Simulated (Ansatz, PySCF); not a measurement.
Pair of molecules: CH4O (SMILES CO) (first 6 atoms) with H2 (SMILES [H][H]); geometry from B3LYP-D3(BJ)/def2-TZVP.
(charge 0, multiplicity 1):
```xyz
8

C      0.686     0.349    -0.355
O     -0.661     0.203     0.077
H      1.373    -0.281     0.219
H      0.956     1.391    -0.190
H      0.802     0.125    -1.420
H     -0.936    -0.707    -0.072
H     -0.215    -0.207     2.545
H      0.055    -0.447     3.199
```

Counterpoise-corrected where a basis set is named; no monomer relaxation. Rows marked so take none.

Rows in 6-311+G** carry no dispersion term and start afresh at each structure.

The values were computed with Ansatz (a quantum-chemistry and plane-wave program) with Gaussian orbitals; PySCF for 6-311+G** rows, the dispersion terms. 

One of these levels gives -4.2 kJ/mol for the interaction energy. Name it.
(A) B3LYP/6-311+G** (no counterpoise)
(B) HF/aug-cc-pVDZ
(C) PBE-D4/def2-TZVPPD

C, PBE-D4/def2-TZVPPD. The others give 0.6 (HF/aug-cc-pVDZ), -1.2 (B3LYP/6-311+G** (no counterpoise))
